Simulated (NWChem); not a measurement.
System: BH$_{3}$S$_{2}$; SMILES SBS

The following NWChem deck was run.

```
start job
memory heap 200 mb stack 900 mb global 1100 mb
geometry units angstroms noautoz
  B      0.000000     0.000000    -0.684700
  H      0.000000     0.000000    -1.873262
  S     -1.555353     0.000000     0.234938
  H     -2.375643     0.000000    -0.836159
  S      1.555353     0.000000     0.234938
  H      2.375643     0.000000    -0.836159
end
basis spherical
  * library 6-31g*
end
dft
  xc m06-2x
  grid xfine
  iterations 150
  mulliken
end
task dft gradient
```

Excerpt of the output:

```
             Northwest Computational Chemistry Package (NWChem) 7.3.0
             --------------------------------------------------------

 C2V symmetry detected

                             Geometry "geometry" -> ""
                             -------------------------

 Output coordinates in angstroms (scale by  1.889725989 to convert to a.u.)

  No.       Tag          Charge          X              Y              Z
 ---- ---------------- ---------- -------------- -------------- --------------
    1 B                    5.0000     0.00000000     0.00000000    -0.69842340
    2 H                    1.0000     0.00000000     0.00000000    -1.88698540
    3 S                   16.0000    -1.55535300     0.00000000     0.22121460
    4 H                    1.0000    -2.37564300     0.00000000    -0.84988240
    5 S                   16.0000     1.55535300     0.00000000     0.22121460
    6 H                    1.0000     2.37564300     0.00000000    -0.84988240

 Effective nuclear repulsion energy (a.u.)     118.5482102476

      Symmetry information
      --------------------

 Group name             C2v
 Group number             16
 Group order               4
 No. of unique centers     4

                                 NWChem DFT Module
                                 -----------------

 Summary of "ao basis" -> "ao basis" (spherical)
 ------------------------------------------------------------------------------
       Tag                 Description            Shells   Functions and Types
 ---------------- ------------------------------  ------  ---------------------
 B                           6-31g*                  6       14   3s2p1d
 H                           6-31g*                  2        2   2s
 S                           6-31g*                  8       18   4s3p1d

      Symmetry analysis of basis
      --------------------------

        a1         24
        a2          6
        b1         18
        b2          8

            General Information
            -------------------
          SCF calculation type: DFT
          Wavefunction type:  closed shell.
          No. of atoms     :     6
          No. of electrons :    40
           Alpha electrons :    20
            Beta electrons :    20
          Charge           :     0
          Spin multiplicity:     1
          Use of symmetry is: on ; symmetry adaption is: on
          Maximum number of iterations: 150
          AO basis - number of functions:    56
                     number of shells:    28
          Convergence on energy requested:  1.00D-06
          Convergence on density requested:  1.00D-05
          Convergence on gradient requested:  5.00D-04

              XC Information
              --------------
                       M06-2X Method XC Functional
                     Hartree-Fock (Exact) Exchange  0.540
                        M06-2X Exchange Functional  1.000
                      M06-2X Correlation Potential  1.000

             Grid Information
             ----------------
          Grid used for XC integration:  xfine
          Radial quadrature: Mura-Knowles
          Angular quadrature: Lebedev.
          Tag              B.-S. Rad. Rad. Pts. Rad. Cut. Ang. Pts.
          ---              ---------- --------- --------- ---------
          B                   0.85      100           8.0      1454
          H                   0.35      100          12.0      1202
          S                   1.00      125          11.0      1454
          Grid pruning is: on
          Number of quadrature shells:   425
          Spatial weights used:  Erf1

      Superposition of Atomic Density Guess
      -------------------------------------

 Sum of atomic energies:        -820.93214802

      Non-variational initial energy
      ------------------------------

 Total energy =    -821.936333
 1-e energy   =   -1368.732921
 2-e energy   =     428.248378
 HOMO         =      -0.309566
 LUMO         =       0.031839

      Symmetry analysis of molecular orbitals - initial
      -------------------------------------------------

  Numbering of irreducible representations:

     1 a1          2 a2          3 b1          4 b2

  Orbital symmetries:

     1 a1          2 b1          3 a1          4 b1          5 a1
     6 a1          7 b1          8 a1          9 b1         10 b2
    11 a2         12 a1         13 b1         14 a1         15 a1
    16 b1         17 b1         18 b2         19 a1         20 a2
    21 b2         22 a1         23 b1         24 a1         25 b1
    26 a1         27 a1         28 b1         29 a1         30 b2

     ---------------------------------------------
      Total Density - Mulliken Population Analysis
     ---------------------------------------------

    Atom       Charge   Shell Charges
 -----------   ------   -------------------------------------------------------
    1 B    5     4.84   2.00  0.61  1.08  0.52  0.58  0.05
    2 H    1     0.97   0.49  0.48
    3 S   16    16.35   2.00  2.00  5.98  1.32  3.12  0.51  1.39  0.03
    4 H    1     0.74   0.40  0.34
    5 S   16    16.35   2.00  2.00  5.98  1.32  3.12  0.51  1.39  0.03
    6 H    1     0.74   0.40  0.34

   convergence    iter        energy       DeltaE   RMS-Dens  Diis-err
 ---------------- ----- ----------------- --------- --------- ---------
 d= 0,ls=0.0,diis     1   -822.9358372848 -9.41D+02  1.27D-02  2.39D-01
 d= 0,ls=0.0,diis     2   -822.9621572750 -2.63D-02  6.75D-03  1.15D-01
 d= 0,ls=0.0,diis     3   -822.9791180248 -1.70D-02  1.66D-03  6.54D-03
 d= 0,ls=0.0,diis     4   -822.9802356028 -1.12D-03  3.43D-04  3.99D-04
 d= 0,ls=0.0,diis     5   -822.9803004528 -6.48D-05  1.14D-04  1.08D-05
  Resetting Diis
 d= 0,ls=0.0,diis     6   -822.9803026548 -2.20D-06  2.56D-05  1.38D-06
 d= 0,ls=0.0,diis     7   -822.9803029020 -2.47D-07  3.85D-06  1.19D-08

         Total DFT energy =     -822.980302901985
      One electron energy =    -1370.815012469280
           Coulomb energy =      485.816161333519
    Exchange-Corr. energy =      -56.529662013788
 Nuclear repulsion energy =      118.548210247563

 Numeric. integr. density =       40.000000077618

                  Occupations of the irreducible representations
                  ----------------------------------------------

                     irrep           alpha         beta
                     --------     --------     --------
                     a1                9.0          9.0
                     a2                2.0          2.0
                     b1                7.0          7.0
                     b2                2.0          2.0

                       DFT Final Molecular Orbital Analysis
                       ------------------------------------

 Vector   18  Occ=2.000000D+00  E=-3.726794D-01  Symmetry=a1
              MO Center= -3.2D-15,  4.2D-14, -1.8D-01, r^2= 4.0D+00
   Bfn.  Coefficient  Atom+Function         Bfn.  Coefficient  Atom+Function
  ----- ------------  ---------------      ----- ------------  ---------------
    25      0.357653  3 S  pz                45      0.357653  5 S  pz
     5     -0.290936  1 B  pz                16      0.242780  2 H  s
    15      0.197084  2 H  s                 26      0.163765  3 S  s
    46      0.163765  5 S  s                 29      0.152332  3 S  pz
    49      0.152332  5 S  pz                23     -0.148783  3 S  px

 Vector   19  Occ=2.000000D+00  E=-3.711456D-01  Symmetry=b2
              MO Center=  4.1D-17, -4.2D-14,  2.3D-02, r^2= 3.3D+00
   Bfn.  Coefficient  Atom+Function         Bfn.  Coefficient  Atom+Function
  ----- ------------  ---------------      ----- ------------  ---------------
    24      0.429186  3 S  py                44      0.429186  5 S  py
    28      0.227125  3 S  py                48      0.227125  5 S  py
     4      0.218228  1 B  py                20     -0.162928  3 S  py
    40     -0.162928  5 S  py                 8      0.138653  1 B  py

 Vector   20  Occ=2.000000D+00  E=-3.136992D-01  Symmetry=a2
              MO Center= -1.8D-17, -9.8D-18,  1.9D-01, r^2= 3.9D+00
   Bfn.  Coefficient  Atom+Function         Bfn.  Coefficient  Atom+Function
  ----- ------------  ---------------      ----- ------------  ---------------
    24      0.501599  3 S  py                44     -0.501599  5 S  py
    28      0.312234  3 S  py                48     -0.312234  5 S  py
    20     -0.188393  3 S  py                40      0.188393  5 S  py
    10     -0.030353  1 B  d -2

 Vector   21  Occ=0.000000D+00  E= 3.294397D-03  Symmetry=b2
              MO Center=  5.3D-15,  1.3D-15, -4.7D-01, r^2= 2.9D+00
   Bfn.  Coefficient  Atom+Function         Bfn.  Coefficient  Atom+Function
  ----- ------------  ---------------      ----- ------------  ---------------
     8      0.725777  1 B  py                 4      0.470180  1 B  py
    28     -0.340314  3 S  py                48     -0.340314  5 S  py
    24     -0.252170  3 S  py                44     -0.252170  5 S  py
    20      0.091923  3 S  py                40      0.091923  5 S  py
    30      0.061765  3 S  d -2              50     -0.061765  5 S  d -2

[...]

                         DFT ENERGY GRADIENTS

    atom               coordinates                        gradient
                 x          y          z           x          y          z
   1 B       0.000000   0.000000  -1.319829    0.000000   0.000000  -0.001275
   2 H       0.000000   0.000000  -3.565885    0.000000   0.000000  -0.001235
   3 S      -2.939191   0.000000   0.418035   -0.001334   0.000000   0.004105
   4 H      -4.489314   0.000000  -1.606045   -0.002826   0.000000  -0.002850
   5 S       2.939191   0.000000   0.418035    0.001334   0.000000   0.004105
   6 H       4.489314   0.000000  -1.606045    0.002826   0.000000  -0.002850
```

Level: M06-2X/6-31G* (spherical d). All runs use the structure optimised with B3LYP/6-31G* (spherical d).
